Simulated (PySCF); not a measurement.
C2H3BClNO2, SMILES COB(Cl)N=C=O. Atoms are numbered in the order given.

```xyz
10

B      0.1414     0.5145     0.0000
Cl     1.9120     0.5947     0.0000
N     -0.5196    -0.7551     0.0000
C     -0.4597    -1.9621     0.0000
O     -0.4917    -3.1302     0.0000
O     -0.5317     1.6733     0.0000
C     -1.9468     1.7674     0.0000
H     -2.2629     2.3261     0.8935
H     -2.2629     2.3261    -0.8935
H     -2.4220     0.7743     0.0000
```
Charge 0, spin multiplicity 1.

The structure is a stationary point at r2SCAN-D4/def2-SVP. The structure was generated by enumeration, and PubChem lists no compound with its InChIKey, so it may never have been made. Other conformers were not sampled.

Method: PBE/def2-TZVP (PySCF).

Isolated molecule, no solvent.

Computed frontier levels, gap, dipole moment and polarisability:
The highest occupied level is -7.41 eV. The lowest empty level is -1.70 eV and the orbital gap comes out as 5.71 eV. The dipole moment is 2.49 D and the quadrupole, principal values (traceless, Buckingham form, about the centre of nuclear charge) is -10.36, 2.75, 7.61 D·Å. The mean static polarisability comes out as 65.1 bohr³ (9.64 Å³). The polarisability, principal values is 42.0, 67.1, 86.0 bohr³.
